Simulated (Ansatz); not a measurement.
Problem. Name a neutral molecule of C, Cl, In, Se and H with HOMO–LUMO gap (ωB97M-V/def2-TZVPP) between 9.60 and 9.90 eV and size of the dipole moment (PBE/def2-TZVPP) between 2.55 and 2.85 D (Ansatz, PBE0-D4/def2-TZVP geometry).

Solution. `[CH3][In]([Cl])[SeH]` (9.68 eV, 2.63 D). Other molecules can fit too; these were computed, each in one conformer that needn't be the lowest.
